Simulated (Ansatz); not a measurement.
AlFGeH4, SMILES `[F][GeH2][AlH2]`. Total charge 0; spin multiplicity 1.

```xyz
7

F     2.024    0.033   -0.986
Ge    0.923   -0.263    0.352
Al   -1.379    0.347   -0.387
H     1.139   -1.752    0.707
H     1.496    0.575    1.517
H    -2.569    0.169    0.647
H    -1.634    0.892   -1.851
```

Task: List the harmonic frequencies (cm⁻¹, unscaled) at PBE0-D4/def2-TZVP in Ansatz. (Estimate.)

Result: Computed: 74, 121, 314, 317, 413, 564, 666, 669, 747, 778, 868, 1921, 1945, 2111, 2117.

Task: Is this a minimum?

Result: Yes, all 15 modes are real.

Task: Give the ideal-gas thermochemistry at 298.15 K and 1 bar (rigid rotor, harmonic oscillator; point group Cs, symmetry number 1).

Result: Zero-point energy 81.5 kJ/mol; H(298) − E = 100.0 kJ/mol; entropy 329.6 J/(mol·K), of which translation 168.8, rotation 108.1, vibration 52.6; G(298) − E = 1.7 kJ/mol. Modes under 100 cm⁻¹ are hindered rotations or soft bends, so the harmonic entropy is rough.

Task: And at 400, 500, 600, 800 and 1000 K?

Result: 
```
T (K)  H − E (kJ/mol)  S (J/mol/K)  G − E (kJ/mol)
  400           109.8        357.9           -33.4
  500           120.5        381.8           -70.4
  600           132.0        402.8          -109.6
  800           157.0        438.5          -193.9
 1000           183.7        468.3          -284.6
```
